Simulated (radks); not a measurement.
Q: The table gives one normalised radial function P(r) = r R(r) of Ir14+ in [Kr] 4d10 4f14 5s2 5p1 (r in bohr). Method: scalar-relativistic Kohn-Sham, PBE, spin-unpolarised, spherical densities, point nucleus; computed with a radial shooting solver on a logarithmic mesh with Libxc functionals.

r,P
0.001463,0.2270
0.001663,0.2478
0.001905,0.2711
0.002183,0.2956
0.002501,0.3211
0.002865,0.3470
0.003256,0.3715
0.003731,0.3968
0.004274,0.4206
0.004897,0.4417
0.005566,0.4578
0.006377,0.4693
0.007306,0.4730
0.00837,0.4667
0.009589,0.4477
0.0109,0.4161
0.01249,0.3653
0.01431,0.2947
0.01639,0.2029
0.01863,0.0970
0.02134,-0.0344
0.02445,-0.1811
0.02801,-0.3351
0.03209,-0.4850
0.03648,-0.6083
0.04179,-0.7024
0.04788,-0.7384
0.05485,-0.6969
0.06234,-0.5744
0.07142,-0.3523
0.08183,-0.0477
0.09375,0.3071
0.1074,0.6592
0.1221,0.9266
0.1399,1.0738
0.1602,1.0216
0.1836,0.7434
0.2086,0.2945
0.239,-0.3105
0.2739,-0.9354
0.3138,-1.4540
0.3595,-1.7649
0.4086,-1.8265
0.4681,-1.6674
0.5363,-1.3511
0.6144,-0.9751
0.6983,-0.6441
0.8,-0.3674
0.9166,-0.1831
1.05,-0.0786
1.203,-0.0285
1.367,-0.0092
1.567,-0.0023
1.795,-0.0004
2.056,-0.0001
2.337,0.0000
2.677,0.0000
3.068,0.0000

Which n and l does it have? It may be an empty orbital.

A: n = 4, l = 0: the number of nodes gives n - l - 1 = 3, the rise at small r (about r^(l+1), flatter next to the nucleus through relativity) gives l, and the extent must fit the shell. The curve is that of 4s. 4s: eigenvalue -934.54 eV, 3 radial nodes at r = 0.0206, 0.0834, 0.223 bohr, <r> = 0.423 bohr, 90 % of the charge inside 0.606 bohr.
